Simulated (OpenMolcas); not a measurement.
# neutral niobium: effect of the active space

```
Program             : OpenMolcas
Method              : CASSCF or its RAS form
Basis               : ANO-RCC-VDZP
Scalar Hamiltonian  : DKH2, point nucleus
Spin-orbit coupling : RASSI with atomic mean-field integrals over the reference wave functions, term energies averaged over their components
```

A. 5 electrons in 6 orbitals (4d 5s); 2S+1 = 6 even, 6 roots; 2S+1 = 4 even, 69 roots; 2S+1 = 2 even, 98 roots; cost roughly 2.1 core-minutes
B. 5 electrons in 9 orbitals (RAS2 4d 5s; RAS3 5p, at most 2 electrons); 2S+1 = 6 even, 6 roots; 2S+1 = 4 even, 77 roots kept (CI in the orbitals of an earlier block, 50 in the spin-orbit step); 2S+1 = 2 even, 86 roots kept (CI in the orbitals of an earlier block); 2S+1 = 6 odd, 45 roots (36 in the spin-orbit step); 2S+1 = 4 odd, 85 roots kept (CI in the orbitals of an earlier block, 35 in the spin-orbit step); 2S+1 = 2 odd, 82 roots kept (CI in the orbitals of an earlier block, 6 in the spin-orbit step); cost of the order of 3 core-minutes

Energies in cm-1 above 4d4 5s 6D 1/2, the measured ground level; measured values from NIST Handbook of Basic Atomic Spectroscopic Data.

```tsv
Level	A	B	Measured
4d4 5s 6D 1/2	0.0	0.0	0.0
4d4 5s 6D 3/2	142	143	154
4d4 5s 6D 5/2	368	371	392
4d4 5s 6D 7/2	667	669	695
4d4 5s 6D 9/2	1027	1027	1050
4d3 5s2 4F 3/2	9514	5013	1143
4d3 5s2 4F 5/2	9824	5367	1587
4d3 5s2 4F 7/2	10219	5832	2154
4d4 5s 4P 1/2(1)	10620	8669	
4d3 5s2 4F 9/2	10666	6377	2805
4d4 5s 4P 3/2(1)	11027	9025	
4d4 5s 4P 5/2(1)	11721	9702	
4d4 5s 4D 1/2(1)	13956	11075	
4d4 5s 4D 3/2(1)	14199	11321	
4d4 5s 4D 5/2(1)	14530	11655	
4d4 5s 4H 7/2	14884	14428	
4d4 5s 4D 7/2(1)	14942	12065	
4d4 5s 4H 9/2	15024	14550	
4d4 5s 4H 11/2	15206	14701	
4d4 5s 4H 13/2	15436	14941	
4d5 6S 5/2	16527	15890	
4d3 5s2 2G 7/2	17023	13704	
4d3 5s2 2G 9/2	17394	14146	
4d4 5s 4G 11/2	17820	17177
```

Deviations, from unrounded energies. A percentage is the sum of absolute deviations over the sum of measured energies, with the sign that they share, or ± where signs differ.

```json
{"Against measurement": "mean absolute deviation (cm-1)", "Levels": "8", "A": "4100", "B": "1900"}
{"Against measurement": "fine structure of the ground term (%)", "Levels": "4", "A": "-3.8", "B": "-3.5"}
{"Against measurement": "other configurations (%)", "Levels": "4", "A": "+423.1", "B": "+193.8"}
```

B lies closest to measurement on these levels. The largest miss of B in the table is 4d3 5s2 4F 3/2, by +3900 cm-1. The ranking rests on the paired levels alone, and a cruder setting can come out closer through cancelling errors.

The spin-orbit steps hold different terms of 4d4 5s (B lacks a 2D, a 2F, a 4F, a 4P), which shifts levels as well.

Between A and B the level of the table that moves most is 4d3 5s2 4F 3/2, by 4500 cm-1 (lowest in B, highest in A).

Without dynamic correlation excited terms often stand tens of per cent too high (terms of higher spin than the ground term too low), and those without a measured partner can miss by more than the paired ones. Configurations are named by rounded mean occupations; where the s occupation lies near a half they are strongly mixed, a name can repeat and a true partner stay unpaired. A single d shell beside an s shell can misplace configurations of different d count against each other. Some high roots are left out of the spin-orbit mixing, which shifts the levels that they would mix with (holds for B). Terms from blocks run as CI alone lack orbitals of their own (holds for B). Measured partners are found by configuration, term and J. A level has none where our copy of the source lacks it or the pairing is in doubt (some pairs that miss far off the trend of their configuration count as doubtful), and it then counts in no deviation. Levels of configurations outside the active space are missing. Levels that lie high or do not pair safely by name in every column are left out.

A number in round brackets counts repeated terms of one configuration in the order of the reference energies.
